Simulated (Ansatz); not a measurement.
Which method gave which barrier?

Saddle point of AlH$_{5}$O$_{3}$, closed shell (AlH₃O₂ ([OH][AlH][OH]) + H₂O → AlH₃O₃ ([OH][Al]([OH])[OH]) + H₂; bonds formed: H2–H5; dative contacts that become bonds: Al1–O6; bonds broken: Al1–H2, H5–O6), PBE0-D4/def2-TZVP structure:

Al1  (-0.073, 0.020, -0.235)
H2  (0.735, -1.540, -0.274)
O3  (0.228, 0.808, -1.700)
O4  (-1.558, -0.025, 0.590)
H5  (1.199, -0.980, 0.520)
O6  (1.243, 0.124, 1.043)
H7  (-0.325, 1.480, -2.091)
H8  (-2.419, -0.012, 0.181)
H9  (0.969, 0.125, 1.966)
(Å)

Computed with Ansatz 0.2.0 (basis: def2-TZVPP, with def2-QZVPP for the basis limit); correlated methods freeze the cores. Extrapolation: Hartree–Fock as exp(−7.88 √X), correlation as X^−2.97. Four methods, as single points on the PBE0-D4 structures, gave these electronic barriers from the start structure: 14.42, 16.18, 19.06, 27.61 kcal/mol.

Question: The methods were, in alphabetical order, BLYP-D4, CCSD(T), HF, PBE0-D4. Which gave which? (A judgement: the text doesn't fix the answer.)

Answer: The calculation gives: BLYP-D4 14.42; PBE0-D4 16.18; CCSD(T) 19.06; HF 27.61 kcal/mol. For comparison, CCSD(T) at an estimated basis limit (MP2 extrapolated from triple and quadruple zeta, plus CCSD(T) − MP2 in triple zeta) gives 18.89 kcal/mol.

The T1 diagnostic stays at or below 0.013.

The step is the kind of ligand exchange by which a precursor binds to a hydroxyl group, or is hydrolysed, in atomic layer deposition of oxides.

Labels in which every atom is bracketed show which atoms are joined, not bond orders.

For scale, one of the runs: CCSD(T)/def2-TZVPP, 205 basis functions, launched by `ansatz run in.yaml --threads 4 --pin off --events-out ev --progress --plain --max-ram 9574MiB`. The run took 50 s on 4 CPU threads of an Arm Neoverse V2 (shared host), with 2.7 GiB of host memory at its peak.
